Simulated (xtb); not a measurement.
xtb input (GFN2-xTB):

```bash
xtb mol.xyz --gfn 2 --ohess tight --chrg -1 --uhf 0
```
mol.xyz:
```
7

F     -1.66704551    -0.77841983    -0.40799837
Si    -0.66639628     0.24675960     0.34844978
Si     1.57462641     0.13092276    -0.39493590
H     -1.28771640     1.61498423     0.08592148
H     -0.98225029    -0.01294863     1.81986039
H      1.90692091     1.32246528     0.54025874
H      2.01082826    -0.89757399     0.72313603
```

End of the output:

```
           -------------------------------------------------
Note: The following floating-point exceptions are signalling: IEEE_UNDERFLOW_FLAG IEEE_DENORMAL
normal termination of xtb
          | TOTAL ENERGY              -10.431908261243 Eh   |
          | TOTAL ENTHALPY            -10.394488353914 Eh   |
          | TOTAL FREE ENERGY         -10.428867167698 Eh   |
          | GRADIENT NORM               0.000115259025 Eh/α |
          | HOMO-LUMO GAP               3.185088882081 eV   |
           -------------------------------------------------

------------------------------------------------------------------------
------------------------------------------------------------------------
 total:
 SCF:
 ANC optimizer:
 analytical hessian:
```

It need not be the lowest isomer of its formula. Whether it binds its extra electron was not tested at this geometry.
